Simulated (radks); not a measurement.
Spherical jellium clusters: N electrons in a uniform positive sphere of charge N and radius rs N^(1/3), rs = 4.96 bohr. Calculated with a radial shooting solver with Libxc functionals: non-relativistic Kohn-Sham, LDA (Slater exchange, Perdew-Wang correlation), spin-polarised, spherical densities. Levels are named by radial order and angular momentum (1s, 1p, 1d, 2s, ...), and open shells are averaged over m.

N = 18, configuration 1s2 1p6 1d10. This is the lowest configuration that the search found. Occupied and some empty levels:

level,occupation,eigenvalue (eV),<r> (bohr)
1s,2,-3.9099,7.826
1p,6,-3.3364,9.480
1d,10,-2.6438,10.54
2s,0,-2.3917,8.489
1f,0,-1.8383,11.43
2p,0,-1.4079,10.32

Energy (eV): total -33.2546, kinetic 21.056, external -808.55, Hartree 402.40, exchange-correlation -55.107, background 406.95. Static polarisability (adiabatic kernel): 2752 bohr^3, against R^3 = 2196 for a classical metal sphere.
